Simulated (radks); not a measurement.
Question: Radial electron density D(r) = 4 pi r^2 rho(r) of an atom or ion with 23 electrons. Method: scalar-relativistic Kohn-Sham, PBE, spin-polarised, spherical densities, point nucleus; computed with a radial shooting solver on a logarithmic mesh with Libxc functionals.

| r (bohr) | D(r) (e/bohr) | spin D(r) |
|---|---|---|
| 0.002096 | 0.5157 | 0.0000146 |
| 0.00273 | 0.8412 | 0.0000250 |
| 0.003583 | 1.379 | 0.0000447 |
| 0.004666 | 2.202 | 0.0000814 |
| 0.006075 | 3.461 | 0.000155 |
| 0.007975 | 5.398 | 0.000322 |
| 0.01038 | 8.087 | 0.000694 |
| 0.01352 | 11.70 | 0.00157 |
| 0.01775 | 16.34 | 0.00378 |
| 0.02311 | 21.30 | 0.00895 |
| 0.03009 | 25.77 | 0.0209 |
| 0.0395 | 28.48 | 0.0485 |
| 0.05143 | 28.16 | 0.104 |
| 0.06697 | 25.20 | 0.205 |
| 0.0879 | 22.03 | 0.373 |
| 0.1145 | 22.35 | 0.579 |
| 0.149 | 26.82 | 0.754 |
| 0.1956 | 31.07 | 0.811 |
| 0.2547 | 28.57 | 0.841 |
| 0.3317 | 19.58 | 1.33 |
| 0.4354 | 11.73 | 2.94 |
| 0.5669 | 10.94 | 5.36 |
| 0.7382 | 12.61 | 6.95 |
| 0.969 | 10.64 | 6.24 |
| 1.262 | 6.154 | 3.97 |
| 1.643 | 2.905 | 1.88 |
| 2.157 | 1.572 | 0.652 |
| 2.808 | 0.9682 | 0.131 |
| 3.656 | 0.4346 | -0.0169 |
| 4.799 | 0.1072 | -0.0177 |
| 6.249 | 0.01330 | -0.00376 |
| 8.138 | 0.0006463 | -0.000260 |

What is the nuclear charge?

Answer: Z = 24. The innermost maximum, from 1s, lies near gamma/Z bohr with gamma = sqrt(1 - (Z/c)^2) = 0.985, here 0.041 bohr (found: 0.0438), and its height grows with Z. The density is that of the chromium ion Cr+ in [Ne] 3s2 3p4 3d5 4s2; the configuration itself is not fixed sharply by these data, and Z only to about a unit. D(r) has 3 maxima, at r = 0.0438, 0.207, 0.756 bohr, and minima at 0.0991, 0.511 bohr, inside which lie 2.14, 10.72 electrons.
